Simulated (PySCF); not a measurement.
SbF3, SMILES [Sb]([F])([F])[F].

Geometry optimised at PBE0-D3(BJ)/def2-SVP. The isomer is the one that the SMILES or the coordinates give; other isomers of the formula were not compared. The def2 effective core potentials stand for the cores of Sb; spin–orbit coupling is left out.

These are PySCF 2.14.0 with PBE0-D3(BJ)/def2-SVP values and carry that method's errors.

Frequencies are harmonic and unscaled.

Modes within 1.5 cm⁻¹ of each other (mostly degenerate sets) share a row, with their intensities summed.

Question: Give all harmonic wavenumbers and intensities. (The exact figures need the calculation; the answer reports its results.)

Answer: 
| mode | ν (cm⁻¹) | IR (km/mol) | moving atoms (share of kinetic energy) |
|---|---|---|---|
| 1–2 | 192 | 11.8 | F 94 % |
| 3 | 240 | 26.7 | F 81 %, Sb 19 % |
| 4–5 | 657 | 163.9 | F 85 %, Sb 15 % |
| 6 | 669 | 57.5 | F 87 %, Sb 13 % |
